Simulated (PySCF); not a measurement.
Working out the ionisation energy of Ni¹¹⁺

Ni¹¹⁺ [Ne] 3s2 3p5 (2P) → Ni¹²⁺ [Ne] 3s2 3p4 (3P). Computed with PySCF 2.14 in an uncontracted even-tempered set (17 s from 0.59 bohr⁻², ratio 2.5; 12 p from 0.76 bohr⁻², ratio 2.5; 5 d from 5.6 bohr⁻², ratio 2.7; 4 f from 8.4 bohr⁻², ratio 2.7), with no relativity, point nucleus. Frozen: 1s2; the 20 highest virtual orbitals dropped. Energies in hartree (1 hartree = 27.21139 eV):

```json
{"part": "UHF", "Ni¹¹⁺ (lower)": "-1458.318920", "Ni¹²⁺ (upper)": "-1445.479333"}
{"part": "MP2 opposite-spin", "Ni¹¹⁺ (lower)": "-0.398582", "Ni¹²⁺ (upper)": "-0.374270"}
{"part": "MP2 same-spin", "Ni¹¹⁺ (lower)": "-0.147987", "Ni¹²⁺ (upper)": "-0.138070"}
```

Question: What does Hartree-Fock give?

Answer: (-1445.479333) − (-1458.318920) = 12.839587 hartree = 349.383 eV.

Question: What do MP2 and SCS-MP2 (6/5 opposite-spin, 1/3 same-spin) give?

Answer: The opposite-spin parts differ by 0.662 eV and the same-spin parts by 0.270 eV. MP2: 349.383 + (0.662) + (0.270) = 350.315 eV. SCS-MP2: 349.383 + 1.2 × (0.662) + (0.270)/3 = 350.267 eV.

A first-order spin-orbit estimate adds -0.038 eV to MP2 (outer shells), giving 350.277 eV against 351.6 ± 0.3 eV (semi-empirical (NIST evaluation); NIST Atomic Spectra Database, ionization energies).

The calculation is non-relativistic.

What remains against the reference includes basis incompleteness, the frozen core and correlation beyond second order.
